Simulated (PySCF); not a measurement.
## Calculated NMR data

Level of theory: coordinates at the GFN2-xTB level, J: B3LYP/pcJ-1, GIAO PBE0/pcSseg-1 shieldings, in PySCF 2.14.0 with density-fitted response routines (no solvent model, non-relativistic Hamiltonian, equivalent nuclei averaged, a single conformation).

References, each an isolated molecule treated in the same way: TMS for 1H (σ = 31.72 ppm), 13C (σ = 186.93 ppm). Multiplet labels drop J under 1 Hz and among equivalent protons, and merge close values. Unscaled 3J(H,H) run several per cent high. Where no couplings were computed, multiplicities follow the n + 1 count of equivalent neighbours, and m marks all less simple cases (inequivalent or close neighbours, rings, F or P nearby). One-bond C–F couplings are unscaled and too large by tens of Hz. Shifts are as computed. Against solution values, carbons near 30 ppm lie about +3 ppm off and those near 130 ppm about +5 ppm; carbons on Cl a further +6 ppm. Of 1211 compounds with measured shifts, 218 miss one by over three times the rms of a fit or turn the order of signals round; such compounds aren't used in these exercises. Carbons bonded to Cl come out too deshielded.

Compound 1 (C3H2F3N). 1H NMR (600 MHz, computed): δ 3.06 (q, J = 7.4 Hz, 2H). 13C{1H} NMR (computed): δ 132.4 (q, J = 348.9 Hz), 115.7 (q, J = 2.8 Hz), 26.6 (q, J = 34.3 Hz). Structure: SMILES C(CC#N)(F)(F)F.

Compound 2 (C5H11ClOSi2). 1H NMR (600 MHz, computed): δ 4.41 (s, 3H), 4.31 (s, 3H), 2.58 (q, 2H), 1.18 (t, 3H). 13C{1H} NMR (computed): δ 177.1 (C), 175.6 (C), 148.9 (C), 39.9 (CH2), 17.1 (CH3). Structure: SMILES CC/C([SiH3])=C(/[SiH3])C(=O)Cl.
